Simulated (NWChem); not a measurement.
# CsF; SMILES [Cs][F]

All runs: NWChem. Structure relaxed at the PBE0-D3(BJ)/def2-TZVP level. def2 effective core potentials on Cs; no spin-orbit coupling. Static field.

```
level           basis functions  isotropic polarisability (bohr³)  anisotropy (bohr³)
--------------  ---------------  --------------------------------  ------------------
PBE/def2-SVP                 38                              34.6                21.7
PBE/def2-SVPD                50                              33.0                 [?]
PBE/def2-TZVP                60                              30.8                21.0
PBE/def2-TZVPD               72                              33.4                22.6
```

Problem. What belongs in the gaps?

Solution. 
- PBE/def2-SVPD, anisotropy (bohr³): 23.3
